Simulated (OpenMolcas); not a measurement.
Computed levels of 3s² 3p in ions with 13 electrons, in cm-1 above ²P°_1/2.

```
Program             : OpenMolcas
Method              : SS-CASPT2, IPEA 0.25 Eh, imaginary shift 0.1 Eh
Basis               : ANO-RCC-VTZP
Scalar Hamiltonian  : DKH2, point nucleus
Spin-orbit coupling : RASSI with atomic mean-field integrals over the reference wave functions, term energies averaged over their components
```

Active space for each ion: 3 electrons in 4 orbitals (3s 3p); closed shells correlated by CASPT2: 2s 2p.

```
  Level   Al  Si+  P2+  S3+  Ar5+
²P°_3/2  103  252  484  841  2030
```

Question: Estimate ²P°_3/2 for Cl4+ from its neighbours S3+ and Ar5+.

Answer: ²P°_3/2 is fine structure, which grows about as the fourth power of a screened charge, so the fourth roots are averaged: ((841^0.25 + 2030^0.25) / 2)^4 = 1339. The calculation gives 1354, so the estimate is off by -1.1 %.

Over all roots computed the reference weight is 0.92 to 0.99 in Si+, 0.88 to 0.99 in P2+, 0.89 to 0.99 in S3+, 0.89 to 0.99 in Cl4+, 0.90 to 0.99 in Ar5+; the roots of lowest weight are the least certain, and an intruder state may touch them. Levels of configurations outside the active space are missing.

° marks odd parity.
